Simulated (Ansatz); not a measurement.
`C[SiH2]OB(O)O`, relaxed with RKS PBE0-D4/def2-TZVP in Ansatz 0.2.0 from a GFN2-xTB geometry. The force threshold is 0.005 eV/Å; the program also tests the step.

Total charge 0; spin multiplicity 1.

Start:

```xyz
13

C     0.312   -1.064    1.740
Si    1.148   -0.776    0.061
O     0.236    0.066   -0.988
B    -0.723    0.999   -1.088
O    -1.308    1.518    0.023
O    -1.133    1.444   -2.311
H     0.971   -1.570    2.439
H     0.011   -0.119    2.185
H    -0.585   -1.670    1.635
H     2.392   -0.012    0.212
H     1.343   -2.026   -0.682
H    -1.983    2.168   -0.175
H    -0.681    1.042   -3.051
```

By how much does the energy fall, and how many steps does the optimiser take? (Estimate.)

The calculation gave: 10.55 kJ/mol, in 16 steps.

Which bonds change most? (Best estimate.)

The calculation gave: C1–Si2 from 1.897 to 1.858 Å; Si2–O3 from 1.625 to 1.658 Å; O3–B4 from 1.342 to 1.362 Å; Si2–H10 from 1.468 to 1.487 Å.

Give the relaxed structure. (Best estimate.)

Ansatz gave: 
```xyz
13

C     0.173   -1.167    1.618
Si    1.141   -0.697    0.103
O     0.153   -0.097   -1.085
B    -0.660    0.995   -1.102
O    -0.781    1.769    0.018
O    -1.365    1.330   -2.225
H     0.839   -1.587    2.377
H    -0.322   -0.290    2.040
H    -0.587   -1.916    1.382
H     2.180    0.313    0.435
H     1.801   -1.885   -0.497
H    -1.372    2.513   -0.118
H    -1.198    0.720   -2.947
```
